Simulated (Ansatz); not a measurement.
Consider the redistribution: `OC[SiH](O)[SiH3]` + `N[SiH2]CCl` → `O[SiH]([SiH3])CCl` + `N[SiH2]CO`.

Isolated molecules relaxed with PBE0-D4/def2-TZVP in Ansatz; ΔE leaves out vibrations. CBS: MP2 limit from def2 TZ/QZ plus the TZ coupled-cluster correction, frozen cores. Functionals use def2-TZVPP. B3LYP here is the variant with VWN-RPA as its local correlation; programs differ in this. One conformer a species, not always the lowest.

`OC[SiH](O)[SiH3]`:

Z-matrix (Å, degrees):
```
C
Si 1 1.887
O 1 1.421 2 110.3
H 1 1.094 2 110.3 3 -118.3
H 1 1.101 2 111.2 3 123.9
Si 2 2.350 1 111.9 3 -170.1
O 2 1.664 1 106.8 3 -47.2
H 2 1.485 1 109.4 3 66.1
H 3 0.962 1 108.0 2 43.9
H 6 1.488 2 111.5 1 -173.9
H 6 1.491 2 109.8 1 66.3
H 6 1.489 2 110.4 1 -52.9
H 7 0.958 2 117.7 1 -89.4
```

`N[SiH2]CCl`:

```xyz
10

N     0.646   -0.836    1.338
Si   -0.618   -0.332    0.301
C    -0.069    0.688   -1.190
Cl    0.810    2.134   -0.605
H     1.188   -0.152    1.841
H     1.201   -1.644    1.108
H    -1.569    0.515    1.061
H    -1.284   -1.555   -0.224
H     0.610    0.142   -1.846
H    -0.915    1.039   -1.785
```

`O[SiH]([SiH3])CCl`:

Cartesian coordinates in Å:
```
O -1.342 -1.103 -0.919
Si 0.096 -0.516 -0.370
Si 0.231 1.723 -1.046
C 0.161 -0.656 1.510
Cl -0.177 -2.361 1.949
H -1.583 -1.978 -0.603
H 1.249 -1.307 -0.885
H -0.886 2.513 -0.463
H 0.185 1.832 -2.528
H 1.518 2.299 -0.566
H 1.141 -0.402 1.916
H -0.594 -0.044 2.005
```

`N[SiH2]CO`:

Cartesian coordinates in Å:
```
N -1.236 -0.955 -0.081
Si -0.249 0.125 0.847
C 0.982 0.834 -0.390
O 1.475 -0.201 -1.226
H -1.533 -1.822 0.338
H -1.968 -0.586 -0.669
H 0.422 -0.719 1.869
H -0.994 1.228 1.525
H 0.515 1.636 -0.983
H 1.835 1.289 0.123
H 0.751 -0.827 -1.353
```

```
             level  ΔE (kJ/mol)  difference from CCSD(T)/CBS
            PBE-D4         -6.7                         -0.1
          B3LYP-D4         -6.6                          0.0
           ωB97M-V         -7.0                         -0.4
               PBE         -6.1                          0.5
            r2SCAN         -6.0                          0.6
              PBE0         -6.5                          0.1
             B3LYP         -5.5                          1.1
     HF/def2-TZVPP         -4.1                          2.5
    MP2/def2-TZVPP         -7.7                         -1.1
   CCSD/def2-TZVPP         -6.7                         -0.1
CCSD(T)/def2-TZVPP         -7.2                         -0.6
    MP2/def2-QZVPP         -7.2                         -0.6
SCS-MP2/def2-QZVPP         -6.2                          0.4
      HF/CBS(def2)         -3.7                          2.9
     MP2/CBS(def2)         -7.1                         -0.5
    CCSD/CBS(def2)         -6.2                          0.4
       CCSD(T)/CBS         -6.6                            0
```

Largest T1 diagnostic among the species: 0.012.

In def2-TZVPP, CCSD(T) changes the Hartree–Fock value by −3.1 kJ/mol (the triples alone add −0.5 kJ/mol) and MP2 by −3.6 kJ/mol.
